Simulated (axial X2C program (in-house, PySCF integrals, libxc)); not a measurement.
Worked dissociation energy of AsO: PBE0, spin-free

Calculated with an in-house all-electron X2C program for linear molecules (integrals from PySCF). Spin-free means the one-electron spin-free X2C Hamiltonian. Basis: As dyall-cv3z [9s9p6d4f1g], O dyall-av3z [7s6p3d2f] (cores contracted in-house); Gaussian nuclei, density fitting, unrestricted open shells. Masses: As 74.922 u, O 15.995 u.

Molecular state: M_S = 1/2, Λ = 1 (beyond evenly filled blocks: π+α).

| Item | Value |
| --- | --- |
| E(As) (2M_S = 3, M_L = 0) | -2260.515142 hartree |
| E(O) (2M_S = 2, M_L = 0) | -75.075790 hartree |
| E(AsO) at Re | -2335.763658 hartree |
| ωe | 1025.3 cm⁻¹ |

(1) Work out De and D0.

Occupations by symmetry block were frozen at the best pattern of an incomplete PBE0 search. Dissociation energies refer to the lowest single-determinant-based atoms at the same level and basis. Without a current term, density functionals place determinants with orbital angular momentum somewhat too high. The determinant is spin-polarised beyond a pure state at some levels (its spin-free form has ⟨S²⟩ too high), which makes Re and μ there less reliable.

Each atomic determinant is the lowest at this level and need not be a pure term. Totals compare only within one Hamiltonian and basis.

## Answers

(1) De = -2260.515142 + (-75.075790) − (-2335.763658) = 0.17273 hartree = 4.700 eV. The zero-point energy is ωe/2 = 513 cm⁻¹ = 0.064 eV, so D0 = 4.637 eV.
